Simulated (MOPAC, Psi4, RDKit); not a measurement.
Torsional profile of C8H8O, SMILES C=C/C=C\c1ccco1, singlet. Scanned: dihedral C3–C4–C5–O9; all other coordinates were relaxed at GFN2-xTB. Points at φ and −φ are mirror images. Heavy atoms are numbered in the order of the SMILES C=C/C=C\c1ccco1, hydrogens after them in the order of the atoms that carry them; the mirror image has the same energies with the sign of each dihedral reversed.

Levels of theory: PBE0-D3(BJ)/def2-SVP // GFN2-xTB (Psi4); UFF // GFN2-xTB (RDKit); PM3, restricted, heats of formation // GFN2-xTB (MOPAC).

Energies in kcal/mol, each method relative to its own lowest point.

| φ / ° | PBE0-D3(BJ)/def2-SVP | UFF | PM3 |
|---|---|---|---|
| -150 | 1.9 | 3.3 | 0.0 |
| -120 | 4.8 | 3.6 | 0.9 |
| -90 | 7.2 | 5.2 | 1.4 |
| -60 | 5.5 | 2.1 | 1.4 |
| -30 | 1.6 | 0.1 | 1.3 |
| 0 | 0.0 | 0.0 | 1.2 |
| 30 | 1.6 | 0.1 | 1.3 |
| 60 | 5.5 | 2.1 | 1.4 |
| 90 | 7.2 | 5.2 | 1.4 |
| 120 | 4.8 | 3.6 | 0.9 |
| 150 | 1.9 | 3.3 | 0.0 |
| 180 | 1.7 | 8.8 | 0.5 |
